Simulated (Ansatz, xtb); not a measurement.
Pulling on the Se1–Se2 bond in Se2 (multiplicity 3 held). Energies count from the point at 2.188 Å.


Restricted levels (R-, RO-) in cc, def2 and unpolarised 6-31G sets keep to the state of the molecule at rest. Active spaces are followed from rest. Curves can end on different states.

Cores are frozen in the correlated methods. Filled d and f shells under p-block atoms count as core.

Programs: Ansatz (Gaussian basis) for Hartree–Fock, density functionals and correlated methods; xtb for the GFN methods.  The GFN methods have no spin term and hold the electronic entropy of 300 K.

Energies in kJ/mol.

| R (Å) | GFN2-xTB | RO-HF/cc-pVDZ | SC-NEVPT2 on CASSCF(12,8)/cc-pVDZ | FIC-MRCISD+Q on CASSCF(12,8)/cc-pVDZ |
|---|---|---|---|---|
| 1.751 | 393 | 388 | 444 | 447 |
| 1.969 | 52 | 53 | 82 | 83 |
| 2.188 | 0 | 0 | 0 | 0 |
| 2.407 | 36 | 32 | 29 | 27 |
| 2.626 | 98 | 90 | 94 | 90 |
| 2.954 | 190 | 188 | 190 | 184 |
| 3.282 | 260 | 281 | 253 | 243 |
| 3.829 | 322 | 405 | 283 | 273 |
| 4.376 | 338 | 493 | 286 | 276 |
| 5.033 | 341 | 559 | 287 | 277 |
| 5.908 | 342 | 605 | 287 | 278 |
| 7.002 | 342 | 632 | 287 | 278 |
| 8.753 | 343 | 654 | 287 | 278 |

Doubts at one or more of the structures used: a restricted determinant that unrestricted orbitals would lower (RO-HF/cc-pVDZ).

Ansatz is a first-principles code.
